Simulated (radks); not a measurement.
The potassium ion K12+, [He] 2s2 2p3. All-electron calculation, non-relativistic Kohn-Sham, exchange-only LDA, spin-polarised, spherical densities, point nucleus. Program: a radial shooting solver on a logarithmic mesh with Libxc functionals. Every spin shell is full or empty, so the densities are truly spherical. Functionals are evaluated on that one density, not self-consistently. Rank these orbital-free kinetic functionals by their error against the exact value of the orbitals, and give that value: Thomas-Fermi, von Weizsacker, TF + vW, TF + vW/9, TF + vW/5, LC94, APBEK, revAPBEK, Perdew 92, Thakkar, Pearson, LKT, PG1, DePristo-Kress, Ernzerhof.

Answer. Exact: 506.805 hartree. From best to worst, with 100 (|E| - |E exact|)/|E exact| (equal figures are ties): LC94 +0.04, Thakkar -0.07, APBEK +0.10, Perdew 92 -0.34, TF + vW/9 -0.36, DePristo-Kress -0.45, revAPBEK +0.61, Ernzerhof +0.90, Pearson -2.58, TF + vW/5 +5.90, Thomas-Fermi -8.18, von Weizsacker -29.59, PG1 +31.84, LKT +37.98, TF + vW +62.23.
